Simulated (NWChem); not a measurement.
Program: NWChem. System: H₆BP, charge 1, spin multiplicity 2, at the geometry of a parent with another charge or spin, in a state set for the comparison that need not be this species' ground state. Its SCF solution wasn't tested for a lower state. Level: UMP2/6-31+G* (spherical d), 6 core orbitals frozen.

Job file:

```
start mol
memory heap 200 mb stack 900 mb global 1100 mb
charge 1
geometry units angstroms nocenter noautoz
  B     -0.859792     1.096687     0.000000
  H     -0.569331     1.686608     1.026237
  H     -0.569331     1.686608    -1.026237
  H     -1.968347     0.590093     0.000000
  P      0.342594    -0.437011     0.000000
  H      1.739077    -0.192748     0.000000
  H      0.263993    -1.349413    -1.082218
  H      0.263993    -1.349413     1.082218
  symmetry group Cs
end
basis spherical
  * library 6-31+g*
end
scf
  uhf
  nopen 1
  maxiter 100
  thresh 1e-7
  semidirect memsize 60000000 filesize 0
  # guess.movecs holds the orbitals of an unrestricted PBE0 run
  vectors input guess.movecs output mol.movecs
end
mp2
  freeze core 6
end
task mp2 energy
```

Part of the output:

```
             Northwest Computational Chemistry Package (NWChem) 7.3.0
             --------------------------------------------------------

                                NWChem Input Module
                                -------------------

 Scaling coordinates for geometry "geometry" by  1.889725989
 (inverse scale =  0.529177249)

 Turning off AUTOSYM since
 SYMMETRY directive was detected!

                             Geometry "geometry" -> ""
                             -------------------------

 Output coordinates in angstroms (scale by  1.889725989 to convert to a.u.)

  No.       Tag          Charge          X              Y              Z
 ---- ---------------- ---------- -------------- -------------- --------------
    1 B                    5.0000    -0.85979200     1.09668700     0.00000000
    2 H                    1.0000    -0.56933100     1.68660800     1.02623700
    3 H                    1.0000    -0.56933100     1.68660800    -1.02623700
    4 H                    1.0000    -1.96834700     0.59009300     0.00000000
    5 P                   15.0000     0.34259400    -0.43701100     0.00000000
    6 H                    1.0000     1.73907700    -0.19274800     0.00000000
    7 H                    1.0000     0.26399300    -1.34941300    -1.08221800
    8 H                    1.0000     0.26399300    -1.34941300     1.08221800

 Effective nuclear repulsion energy (a.u.)      58.7615969117

            Nuclear Dipole moment (a.u.)
            ----------------------------
        X                 Y               Z
 ---------------- ---------------- ----------------
     0.0000075589     0.0000094486     0.0000000000

      Symmetry information
      --------------------

 Group name             Cs
 Group number              2
 Group order               2
 No. of unique centers     6

      Symmetry unique atoms

     1    2    4    5    6    7


 Summary of "ao basis" -> "" (spherical)
 ------------------------------------------------------------------------------
       Tag                 Description            Shells   Functions and Types
 ---------------- ------------------------------  ------  ---------------------
 *                          6-31+g*                   on all atoms

 Summary of "ao basis" -> "ao basis" (spherical)
 ------------------------------------------------------------------------------
       Tag                 Description            Shells   Functions and Types
 ---------------- ------------------------------  ------  ---------------------
 B                          6-31+g*                  8       18   4s3p1d
 H                          6-31+g*                  2        2   2s
 P                          6-31+g*                 10       22   5s4p1d

                                 NWChem SCF Module
                                 -----------------

  ao basis        = "ao basis"
  functions       =    52
  atoms           =     8
  alpha electrons =    13
  beta  electrons =    12
  charge          =   1.00
  wavefunction    = UHF
  use symmetry    = T
  symmetry adapt  = T

 Summary of "ao basis" -> "ao basis" (spherical)
 ------------------------------------------------------------------------------
       Tag                 Description            Shells   Functions and Types
 ---------------- ------------------------------  ------  ---------------------
 B                          6-31+g*                  8       18   4s3p1d
 H                          6-31+g*                  2        2   2s
 P                          6-31+g*                 10       22   5s4p1d

      Symmetry analysis of basis
      --------------------------

        a'         37
        a"         15

 Forming initial guess at       0.0s

   Symmetry analysis of molecular orbitals - initial alpha
   -------------------------------------------------------

  Numbering of irreducible representations:

     1 a'          2 a"

  Orbital symmetries:

     1 a'          2 a'          3 a'          4 a'          5 a"
     6 a'          7 a'          8 a'          9 a'         10 a"
    11 a'         12 a"         13 a'         14 a'         15 a"
    16 a'         17 a'         18 a'         19 a"         20 a'
    21 a'         22 a'         23 a'

   Symmetry analysis of molecular orbitals - initial beta
   ------------------------------------------------------

  Numbering of irreducible representations:

     1 a'          2 a"

  Orbital symmetries:

     1 a'          2 a'          3 a'          4 a'          5 a"
     6 a'          7 a'          8 a'          9 a"         10 a'
    11 a'         12 a"         13 a'         14 a'         15 a"
    16 a'         17 a'         18 a'         19 a"         20 a'
    21 a'         22 a"         23 a'

 Starting SCF solution at       0.0s

 ----------------------------------------------
         Quadratically convergent UHF

 Convergence threshold     :          1.000E-07
 Maximum no. of iterations :          100
 Integral*density screening:          1.000E-09
 ----------------------------------------------

              iter       energy          gnorm     gmax       time
             ----- ------------------- --------- --------- --------
                 1     -368.4485455593  3.02D-01  5.43D-02      0.4
  ga_iter_lsolve: convergence stagnant ... aborting solve

 Disabled NR: increased maxiter to 110

                 2     -368.4613058824  8.56D-02  1.73D-02      0.4
                 3     -368.4635723536  5.53D-02  1.87D-02      0.5
                 4     -368.4657810830  1.05D-01  1.96D-02      0.5
                 5     -368.4687554311  7.07D-02  1.43D-02      0.6
[...]
   Bfn.  Coefficient  Atom+Function         Bfn.  Coefficient  Atom+Function
  ----- ------------  ---------------      ----- ------------  ---------------
     5      0.405433  1 B  pz                 9      0.216878  1 B  pz
    19      0.212896  2 H  s                 21     -0.212896  3 H  s
    20      0.174307  2 H  s                 22     -0.174307  3 H  s

 Vector   12  Occ=1.000000D+00  E=-6.823434D-01  Symmetry=a'
              MO Center= -3.6D-01,  5.9D-01,  1.8D-16, r^2= 2.6D+00
   Bfn.  Coefficient  Atom+Function         Bfn.  Coefficient  Atom+Function
  ----- ------------  ---------------      ----- ------------  ---------------
    32      0.379865  5 P  py                 4     -0.324439  1 B  py
    31     -0.254227  5 P  px                30      0.168712  5 P  s

 Vector   13  Occ=0.000000D+00  E=-3.273872D-01  Symmetry=a'
              MO Center= -1.3D+00,  7.5D-01, -5.5D-16, r^2= 2.1D+00
   Bfn.  Coefficient  Atom+Function         Bfn.  Coefficient  Atom+Function
  ----- ------------  ---------------      ----- ------------  ---------------
    24      0.323944  4 H  s                  3     -0.285482  1 B  px
    23      0.246034  4 H  s                 48      0.188739  6 H  s
     7     -0.153236  1 B  px

 Vector   14  Occ=0.000000D+00  E=-9.659352D-02  Symmetry=a'
              MO Center=  3.5D-01, -8.9D-01, -5.7D-16, r^2= 1.0D+01
   Bfn.  Coefficient  Atom+Function         Bfn.  Coefficient  Atom+Function
  ----- ------------  ---------------      ----- ------------  ---------------
    10      2.372192  1 B  s                 38     -1.065249  5 P  s
    34     -0.902184  5 P  s                 12     -0.815357  1 B  py
    40     -0.747088  5 P  py                11      0.575765  1 B  px
    39      0.505270  5 P  px                 6     -0.303827  1 B  s
    30     -0.257943  5 P  s                 36      0.229987  5 P  py

 Vector   15  Occ=0.000000D+00  E=-7.348665D-02  Symmetry=a'
              MO Center= -7.8D-01, -3.7D-02, -3.0D-16, r^2= 1.2D+01
   Bfn.  Coefficient  Atom+Function         Bfn.  Coefficient  Atom+Function
  ----- ------------  ---------------      ----- ------------  ---------------
    38      1.045443  5 P  s                  6     -0.887597  1 B  s
    39     -0.750172  5 P  px                40      0.733415  5 P  py
    11     -0.558389  1 B  px                10     -0.411460  1 B  s
    36      0.304461  5 P  py                 8      0.233452  1 B  py
    12      0.189023  1 B  py

 center of mass
 --------------
 x =   0.01177150 y =  -0.01502909 z =   0.00000000

 moments of inertia (a.u.)
 ------------------
         119.378808261273          68.485270346768           0.000000000000
          68.485270346768          85.713424520636           0.000000000000
           0.000000000000           0.000000000000         173.070302224922

  Mulliken analysis of the total density
  --------------------------------------

    Atom       Charge   Shell Charges
 -----------   ------   -------------------------------------------------------
    1 B    5     5.41   2.00  0.57  1.50  0.60  0.61  0.04  0.04  0.05
    2 H    1     0.87   0.48  0.39
    3 H    1     0.87   0.48  0.39
    4 H    1     0.65   0.41  0.24
    5 P   15    14.49   2.00  2.00  5.98  1.12  2.51  0.42  0.46 -0.15  0.00  0.15
    6 H    1     0.88   0.48  0.40
    7 H    1     0.91   0.49  0.43
    8 H    1     0.91   0.49  0.43

  Mulliken analysis of the alpha density
  --------------------------------------

    Atom       Charge   Shell Charges
 -----------   ------   -------------------------------------------------------
    1 B    5     2.84   1.00  0.29  0.88  0.28  0.33  0.01  0.02  0.04
    2 H    1     0.45   0.25  0.20
    3 H    1     0.45   0.25  0.20
    4 H    1     0.64   0.39  0.25
    5 P   15     7.25   1.00  1.00  2.99  0.56  1.26  0.21  0.22 -0.07  0.00  0.08
    6 H    1     0.46   0.25  0.21
    7 H    1     0.46   0.24  0.21
    8 H    1     0.46   0.24  0.21

   Mulliken analysis of the beta density
   -------------------------------------

    Atom       Charge   Shell Charges
 -----------   ------   -------------------------------------------------------
    1 B    5     2.57   1.00  0.28  0.61  0.32  0.28  0.03  0.02  0.02
    2 H    1     0.42   0.23  0.19
    3 H    1     0.42   0.23  0.19
    4 H    1     0.02   0.02 -0.01
    5 P   15     7.24   1.00  1.00  2.99  0.56  1.25  0.21  0.24 -0.08 -0.00  0.07
    6 H    1     0.42   0.23  0.19
    7 H    1     0.46   0.24  0.21
    8 H    1     0.46   0.24  0.21

   Mulliken analysis of the spin density
   -------------------------------------

    Atom       Charge   Shell Charges
 -----------   ------   -------------------------------------------------------
    1 B    5     0.27  -0.00  0.00  0.27 -0.04  0.04 -0.02 -0.01  0.02
    2 H    1     0.03   0.02  0.01
    3 H    1     0.03   0.02  0.01
    4 H    1     0.62   0.36  0.26
    5 P   15     0.01   0.00  0.00  0.00  0.00  0.01 -0.01 -0.01  0.01  0.01  0.00
    6 H    1     0.05   0.02  0.02
    7 H    1    -0.00  -0.00 -0.00
    8 H    1    -0.00  -0.00 -0.00

       Multipole analysis of the density wrt the origin
       ------------------------------------------------

     L   x y z        total         alpha         beta         nuclear
     -   - - -        -----         -----         ----         -------
     0   0 0 0      1.000000    -13.000000    -12.000000     26.000000

     1   1 0 0     -0.486191      1.062619     -1.548817      0.000008
     1   0 1 0     -0.303183     -0.892477      0.589285      0.000009
     1   0 0 1     -0.000000     -0.000000      0.000000      0.000000

     2   2 0 0     -8.778234    -33.172213    -22.541269     46.935248
     2   1 1 0     -1.458240     20.809098     17.335881    -39.603220
     2   1 0 1     -0.000000     -0.000000      0.000000      0.000000
     2   0 2 0    -13.631150    -41.609967    -38.424325     66.403143
     2   0 1 1     -0.000000      0.000000     -0.000000      0.000000
     2   0 0 2    -14.731862    -15.662345    -14.956169     15.886652

                   NWChem MP2 Semi-direct Energy/Gradient Module
                   ---------------------------------------------

  Basis functions       =     52
  Molecular orbitals    =     52
  Frozen core           =      6
  Frozen virtuals       =      0
  Active alpha occupied =      7
  Active beta occupied  =      6
  Active alpha virtual  =     39
  Active beta virtual   =     40
  Use MO symmetry       = T
  Use skeleton AO sym   = T

  AO/Fock/Back tols     =   1.0D-09  1.0D-09  1.0D-09

 GA uses MA = F    GA memory limited = T

 Available:
  local mem=  1.26D+08
 global mem=  1.44D+08
 local disk=  0.00D+00
  mp2_memr nvloc                    39
  nvloc new                    39
   1 passes of   7:        3145728                      12477                   1282823.
   1 passes of   7: M    126153702           G      144173792           F     123007974.

 Semi-direct pass number   1 of   1  for UHF alpha       at        1.3s
  vrange nnbf                  1377
  mp2_eaftype                    10  avail_ma_in_mb                  1099
 EAF : mp2_eaftype filesize          10     641412.
  mp2_eaf for mointskh                     10
Node 0 wrote      3.0 Mb in      0.0 s     Agg I/O rate:  1158.1 Mb/s
 Done moints_semi at        2.4s
  mp2_eaftype                    10  avail_ma_in_mb                  1089
 EAF : mp2_eaftype filesize          10     641412.
  mp2_eaf for kh                    10
 Done maket at        2.4s
 Done multipass loop at        2.4s

 GA uses MA = F    GA memory limited = T

 Available:
  local mem=  1.26D+08
 global mem=  1.44D+08
 local disk=  0.00D+00
  mp2_memr nvloc                    40
  nvloc new                    40
   1 passes of   6:        3145728                      11636                   1128324.
   1 passes of   6: M    126153702           G      144173792           F     123007974.

 Semi-direct pass number   1 of   1  for UHF beta        at        2.4s
  vrange nnbf                  1377
  mp2_eaftype                    10  avail_ma_in_mb                  1099
 EAF : mp2_eaftype filesize          10     564162.
  mp2_eaf for mointskh                     10
Node 0 wrote      2.6 Mb in      0.0 s     Agg I/O rate:   851.7 Mb/s
 Done moints_semi at        3.5s
  mp2_eaftype                    10  avail_ma_in_mb                  1089
 EAF : mp2_eaftype filesize          10     564162.
  mp2_eaf for kh                    10
 Done maket at        3.5s
 Done multipass loop at        3.5s

          -------------------------------------------
          SCF energy                -368.471361655238
          Correlation energy          -0.182402662835
          Singlet pairs                0.000000000000
          Triplet pairs                0.000000000000
          Total MP2 energy          -368.653764318073
          -------------------------------------------

          ---------------------------------------------------
                    Spin Component Scaled (SCS) MP2
          Same spin pairs                     -0.032484369903
          Same spin scaling factor             0.333333333333
          Opposite spin pairs                 -0.149918292932
          Opposite spin scaling fact.          1.200000000000
          SCS-MP2 correlation energy          -0.190730074819
          Total SCS-MP2 energy              -368.662091730058
          ---------------------------------------------------

 -----------------------
 Performance information
 -----------------------

 Timer overhead =  1.37D-07 seconds/call

               Nr. of calls         CPU time (s)                 Wall time (s)                GFlops
             ---------------    -------------------     ------------------------------   -------------------
Name         Min   Avg   Max    Min     Avg     Max     Min     Avg     Max   Mx/calls   Min     Max     Sum
mp2: moin     2     2     2    2.1     2.1     2.1      2.1     2.1     2.1     1.0      0.0     0.0     0.0
mp2: make     2     2     2   7.10E-2 7.10E-2 7.10E-2  7.10E-2 7.10E-2 7.10E-2 3.55E-2   0.0     0.0     0.0
mp2: tota     1     1     1    2.2     2.2     2.2      2.2     2.2     2.2     2.2      0.0     0.0     0.0

 The average no. of pstat calls per process was 5.00D+00
 with a timing overhead of 6.85D-07s

 Task  times  cpu:        3.5s     wall:        3.5s

 Total times  cpu:        3.5s     wall:        3.5s
```
